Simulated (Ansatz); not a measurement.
A nudged elastic band was laid between two geometries of CH5FO2Si (10 atoms, charge 0, multiplicity 1).

Theory: RKS BLYP-D4/def2-SVP (Ansatz 0.2.0).

```
movable images  : 5
climbing image  : yes
spring          : 5.0 eV/Å²
optimiser       : fire
start path      : through a guess of the saddle point
force threshold : 0.05 eV/Å
iteration limit : 60
end points      : relaxed
largest step    : 0.5 Å
```

Initial state:

```xyz
10
Properties=species:S:1:pos:R:3
Si -0.301 -0.246 0.266
F -0.767 -1.779 -0.110
C 1.095 0.243 -0.865
H 0.813 0.107 -1.928
O -1.675 0.704 0.151
O 0.254 -0.165 1.831
H 1.992 -0.377 -0.665
H 1.369 1.306 -0.711
H -2.346 0.407 -0.488
H -0.434 -0.201 2.520
```

Final state:

```xyz
10
Properties=species:S:1:pos:R:3
Si -0.325 -0.246 0.238
F -1.015 -1.621 -0.351
C 1.091 0.237 -0.871
H 1.880 -0.542 -0.854
O -1.554 0.883 0.356
O 0.284 -0.499 1.763
H 1.541 1.193 -0.535
H 0.752 0.361 -1.920
H -2.272 0.803 -0.297
H -0.381 -0.569 2.473
```

What changes between the two ends?

No bond is made or broken.  The two ends are copies of one structure, up to a mirror image or an exchange of like atoms.

What energy profile does the band end with?

The forces met the threshold. The highest image is number 3 of 0 to 6, 0.046 eV above the ends, which have the same energy within 2 meV. The order of the stationary point at the top wasn't checked.

```
image  path coordinate (Å)  energy (eV)
    0                 0.00        0.000
    1                 0.54        0.011
    2                 1.08        0.033
    3                 1.63        0.046
    4                 2.23        0.033
    5                 2.81        0.012
    6                 3.39        0.000
```

What is the geometry of the highest image?


```xyz
10
Properties=species:S:1:pos:R:3:forces:R:3
Si -0.332 -0.237 0.269 -0.01 0.01 0.00
F -0.972 -1.684 -0.187 -0.03 0.03 -0.03
C 1.092 0.191 -0.864 0.00 0.01 0.00
H 1.243 -0.582 -1.642 -0.01 -0.02 0.01
O -1.572 0.884 0.263 -0.04 -0.02 0.02
O 0.229 -0.344 1.830 0.02 -0.04 -0.01
H 2.030 0.289 -0.283 0.00 0.01 0.00
H 0.889 1.157 -1.368 0.05 0.01 0.00
H -2.160 0.899 -0.514 0.00 -0.03 -0.01
H -0.446 -0.573 2.496 0.02 0.04 0.01
```

The band took 47 iterations and of the order of 8 core-minutes.

Time of the run: 4.1 min on 2 threads of Intel(R) Xeon(R) Platinum 8488C (Sapphire Rapids) (shared host), peak memory 0.15 GiB.
